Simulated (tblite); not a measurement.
Species: C3H12FN3Si.
Geometry (GFN2-xTB, Å), atoms numbered from 1 in this order:
```
atom  x, y, z in Å
N1    -0.815   -2.454    0.277
C2    -1.070   -1.223   -0.441
C3    -0.639    0.066    0.298
C4    -0.839    1.293   -0.609
N5    -0.506    2.562    0.002
N6     0.736   -0.001    0.746
Si7    2.133   -0.053   -0.243
F8     3.278   -0.362    0.848
H9     0.179   -2.549    0.461
H10   -1.299   -2.452    1.169
H11   -0.531   -1.276   -1.391
H12   -2.141   -1.170   -0.655
H13   -1.272    0.186    1.190
H14   -1.884    1.332   -0.928
H15   -0.214    1.175   -1.498
H16    0.461    2.545    0.310
H17   -1.084    2.718    0.821
H18    0.828   -0.433    1.654
H19    2.235   -1.146   -1.206
H20    2.437    1.253   -0.807
```

Calculated harmonic vibrations of the isolated species, GFN2-xTB (tblite), most abundant isotopes, no scaling. Errors from tens to a few hundred cm⁻¹ against measured bands are possible. Modes of hydrogen on silicon can be 10 to 20 % off. One conformer, not necessarily the lowest.

Harmonic wavenumbers (cm⁻¹): 38.1, 66.1, 100.0, 141.5, 161.6, 175.1, 240.5, 268.7, 304.6, 314.9, 352.6, 397.7, 527.5, 530.8, 548.5, 589.3, 744.9, 769.8, 815.2, 816.3, 865.8, 915.0, 941.6, 961.3, 1001.6, 1016.4, 1077.2, 1116.9, 1135.1, 1144.1, 1193.2, 1256.8, 1301.5, 1311.5, 1319.1, 1324.0, 1334.1, 1359.7, 1468.9, 1475.5, 1567.8, 1570.4, 2265.7, 2324.3, 2873.0, 2961.9, 2966.9, 2969.2, 2975.7, 3374.5, 3382.4, 3407.9, 3412.7, 3439.8.

A = 1738, B = 1260, C = 820.8 MHz; mass 137.078 u (most abundant isotopes); point group C1, symmetry number 1.

Task: What is the zero-point energy?

Result: ½Σν̃ = 35458 cm⁻¹ = 424.17 kJ/mol.

Task: Give the ideal-gas entropy at 200 K and 1 bar in the rigid-rotor, harmonic-oscillator model (classical rotation).

Result: Translation 161.92, rotation 118.74, vibration 92.06: S = 372.7 J/(mol K).

Task: And Cp and H(200 K) − H(0)?

Result: Cp = 131.30 J/(mol K), of which vibrations give 98.04 (their classical limit is 54 R = 449.0); H(200 K) − H(0) = 16.67 kJ/mol without the zero-point energy, 10.02 from vibrations.

Task: Blend soft modes into free rotors: weight 1/[1 + (100 cm⁻¹/ν̃)⁴] for the oscillator and the rest for a rotor with moment μB/(μ + B), μ = h/(8π²ν), B = 10⁻⁴⁴ kg m². What vibrational entropy results?

Result: 85.17 J/(mol K) in place of 92.06, which changes −T·S at 200 K by +1.38 kJ/mol.

Task: What must be added to the electronic energy to get the Gibbs energy at 200 K and 1 bar?

Result: ZPE + [H(200 K) − H(0)] − T·S = 424.17 + 16.67 − 74.55 = 366.29 kJ/mol.

Task: Which modes carry the vibrational entropy at 200 K?

Result: 38.1 cm⁻¹: 19.10; 66.1 cm⁻¹: 14.57; 100.0 cm⁻¹: 11.23; 141.5 cm⁻¹: 8.52; 161.6 cm⁻¹: 7.52; 175.1 cm⁻¹: 6.92 J/(mol K); the other 48 give 24.20 together.

Task: How do the functions run with temperature in this model?

Result: 
```tsv
T (K)	S (J/(mol K))	Cp (J/(mol K))	H − H(0) (kJ/mol)	G − H(0) (kJ/mol)	ln q(vib)
50	250.2	57.7	2.17	-10.34	0.66
100	299.0	85.6	5.77	-24.13	2.04
298.15	433.3	175.0	31.70	-97.49	7.97
373.15	476.1	207.4	46.05	-131.60	10.17
500	543.6	254.3	75.45	-196.34	13.81
750	660.0	319.3	147.79	-347.22	20.64
1000	758.1	361.8	233.28	-524.82	26.93
```

q(vib) and H(0) count from the zero-point level.

Hindered rotation and anharmonicity are outside this model. Other conformers, if any are populated, would add a mixing term that is left out. The structure is chiral; the term R ln 2 for an equal mix with its mirror image is left out.

Hardware: Arm Neoverse V1, one thread, shared host with 32 logical CPUs at a one-minute load of 29. Cost: 0.79 s of wall time. The figure is for the frequency step alone.
